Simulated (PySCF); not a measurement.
C₁₀H₈OS, SMILES c1ccc(Sc2ccco2)cc1, singlet, GFN2-xTB optimised geometry.

```
20

C      0.69     2.95    -0.03
C      1.38     1.76    -0.03
C      0.71     0.55     0.00
C     -0.68     0.55     0.00
S     -1.61    -0.97     0.05
C     -0.57    -2.02    -0.88
C     -0.16    -3.30    -0.64
C      0.61    -3.68    -1.76
C      0.61    -2.60    -2.60
O     -0.11    -1.60    -2.07
C     -1.39     1.75     0.00
C     -0.70     2.94    -0.01
H      1.23     3.89    -0.05
H      2.46     1.76    -0.03
H      1.25    -0.38     0.02
H     -0.38    -3.89     0.23
H      1.10    -4.62    -1.92
H      1.07    -2.43    -3.55
H     -2.46     1.73     0.01
H     -1.24     3.88    -0.01
```

Density from CAM-B3LYP/def2-SVP run with PySCF 2.14.0 at that geometry.

Minimum of the electron density along straight lines between bonded atoms, close to the bond critical point (lines longer than 1.1 times the sum of covalent radii, or with two minima, are not listed):

```tsv
bond	length / Å	ρ at the minimum / e bohr⁻³	∇²ρ there / e bohr⁻⁵	position (fraction from the first atom)
C1–C2	1.385	0.315	-0.82	0.50
C2–C3	1.383	0.315	-0.82	0.50
C3–C4	1.387	0.313	-0.80	0.49
C4–S5	1.782	0.195	-0.39	0.47
S5–C6	1.750	0.206	-0.49	0.49
C6–C7	1.366	0.325	-0.83	0.52
C7–C8	1.416	0.294	-0.71	0.50
C8–C9	1.360	0.329	-0.85	0.48
C6–O10	1.348	0.290	-0.05	0.33
C9–O10	1.345	0.289	0.05	0.33
C4–C11	1.388	0.313	-0.81	0.51
C1–C12	1.385	0.314	-0.82	0.50
C11–C12	1.383	0.315	-0.82	0.50
C1–H13	1.080	0.284	-1.09	0.63
C2–H14	1.080	0.284	-1.09	0.63
C3–H15	1.080	0.285	-1.10	0.64
C7–H16	1.070	0.287	-1.13	0.64
C8–H17	1.070	0.286	-1.12	0.64
C9–H18	1.072	0.291	-1.19	0.65
C11–H19	1.079	0.285	-1.10	0.64
C12–H20	1.080	0.284	-1.10	0.63
```
